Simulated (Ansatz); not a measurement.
`CCB(C)F` + H–F → `CCB(F)F` + CH₄  (ligand exchange at a B–C bond)

Program: Ansatz. Geometries: PBE0-D4/def2-TZVP. ΔE: electronic, gas phase. CCSD(T)/CBS is the MP2 limit (def2-TZVPP, def2-QZVPP) plus CCSD(T) − MP2 in def2-TZVPP, frozen cores. This one scheme is used for every species. Functionals use def2-TZVPP. B3LYP here is the variant with VWN-RPA as its local correlation; programs differ in this. Each species was taken in one conformer, which may not be the lowest.

(1) Is it downhill or uphill in electronic energy at CCSD(T)/CBS, and by how much? (Best estimate.)

(2) What do these levels give: PBE0-D4, r2SCAN0-D4, BHLYP-D4, PBE, revPBE, BLYP, B3LYP, r2SCAN0, CAM-B3LYP, RPA@PBE/def2-TZVPP, HF/def2-SVP, CCSD/CBS(def2)? (Estimate.)

Largest T1 diagnostic among the species: 0.011.

## Answers

(1) Computed: Downhill: ΔE = -36.2 kcal/mol.

(2) Ansatz gave: PBE0-D4 -36.3, r2SCAN0-D4 -38.2, BHLYP-D4 -39.3, PBE -36.8, revPBE -37.0, BLYP -39.6, B3LYP -39.5, r2SCAN0 -38.5, CAM-B3LYP -39.7, RPA@PBE/def2-TZVPP -37.2, HF/def2-SVP -44.1, CCSD/CBS(def2) -36.6 kcal/mol.

In def2-TZVPP, CCSD(T) changes the Hartree–Fock value by +4.8 kcal/mol (the triples alone add +0.4 kcal/mol) and MP2 by +5.2 kcal/mol. At CCSD(T), def2-SVP lies −6.2 kcal/mol from the extrapolated value and def2-TZVPP −1.2 kcal/mol. Leaving LDA and LC-ωPBE aside and taking each functional with its dispersion term where it has one, the values, not all of them listed here, spread over 4.3 kcal/mol, from B97M-V to revPBE-D4.
